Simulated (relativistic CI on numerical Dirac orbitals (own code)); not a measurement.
# Pd XI: q coefficients and field-shift factors

Computed by Dirac-Coulomb-Breit CI, separate exchange-only KLI orbitals for each configuration, derivatives by finite differences, unscaled Slater integrals, QED left out (own radial code, finite nucleus).

Configurations in the expansion (outside the closed core [Ar] 3d10): 4s²4p⁶, 4s²4p⁵4d, 4s4p⁶4d, 4s²4p⁵4f, 4s4p⁶4f, 4p⁶4d², 4p⁵4d³, 4p⁵4d²4f. Double excitations out of closed p, d and f shells are left out; levels of such configurations are missing from the list, as are those of other unlisted configurations, and high levels can miss mixing partners.

With x = (α/α₀)² − 1 an excitation energy changes as ω = ω₀ + qx; K = 2q/ω₀ is the relative enhancement. Terms are leading LS components, so labels can repeat. The field-shift factor is F = δν/δ⟨r²⟩ for the transition from the lowest level.

Lowest level 4s²4p⁶ ¹S0.

```
        Level  ω₀ (cm⁻¹)  q (cm⁻¹)       K  F (GHz/fm²)
4s²4p⁵4d ³P°0     415500      3358  0.0162         1.28
4s²4p⁵4d ³P°1     421513      7299  0.0346         1.26
4s²4p⁵4d ³P°2     433635     14510  0.0669         1.23
4s²4p⁵4d ³F°4     434945     10420  0.0479         1.22
4s²4p⁵4d ³F°3     437819      7156  0.0327         1.14
4s²4p⁵4d ³F°2     447192     11380  0.0509         1.14
4s²4p⁵4d ³D°3     464714      9948  0.0428         1.44
4s²4p⁵4d ³D°1     480423     27970   0.116        0.962
4s²4p⁵4d ³F°2     483009     44500   0.184        0.496
4s²4p⁵4d ³D°2     495008     50900   0.206         0.64
4s²4p⁵4d ¹F°3     499950     53650   0.215        0.533
4s²4p⁵4d ¹P°1     611526     28150  0.0921         1.31
  4s4p⁶4d ³D1     788301     58380   0.148        -48.9
```

At this charge energies of transitions that change n are usually good to better than 1 %, and those within a shell (Δn = 0) to a few per cent.
